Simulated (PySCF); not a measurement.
CH₃Si, SMILES [SiH]=C, multiplicity 2.

Geometry: PBE0-D3(BJ)/def2-TZVP. The isomer is the one that the SMILES or the coordinates give; other isomers of the formula were not compared.

Level of theory: PBE0-D3(BJ)/def2-TZVP (PySCF).

Frequencies are harmonic and unscaled.

```json
[
 {"mode": "1", "ν (cm⁻¹)": "407", "IR (km/mol)": "11.3", "moving atoms (share of kinetic energy)": "H 87 %, C 9 %"},
 {"mode": "2", "ν (cm⁻¹)": "506", "IR (km/mol)": "1.1", "moving atoms (share of kinetic energy)": "H 96 %"},
 {"mode": "3", "ν (cm⁻¹)": "744", "IR (km/mol)": "50.8", "moving atoms (share of kinetic energy)": "H 86 %, C 14 %"},
 {"mode": "4", "ν (cm⁻¹)": "825", "IR (km/mol)": "52.4", "moving atoms (share of kinetic energy)": "H 77 %, C 15 %"},
 {"mode": "5", "ν (cm⁻¹)": "973", "IR (km/mol)": "3.5", "moving atoms (share of kinetic energy)": "C 50 %, Si 32 %, H 18 %"},
 {"mode": "6", "ν (cm⁻¹)": "1357", "IR (km/mol)": "6.1", "moving atoms (share of kinetic energy)": "H 83 %, C 17 %"},
 {"mode": "7", "ν (cm⁻¹)": "2149", "IR (km/mol)": "55.3", "moving atoms (share of kinetic energy)": "H 96 %"},
 {"mode": "8", "ν (cm⁻¹)": "3144", "IR (km/mol)": "0.3", "moving atoms (share of kinetic energy)": "H 95 %"},
 {"mode": "9", "ν (cm⁻¹)": "3252", "IR (km/mol)": "0.9", "moving atoms (share of kinetic energy)": "H 90 %, C 10 %"}
]
```
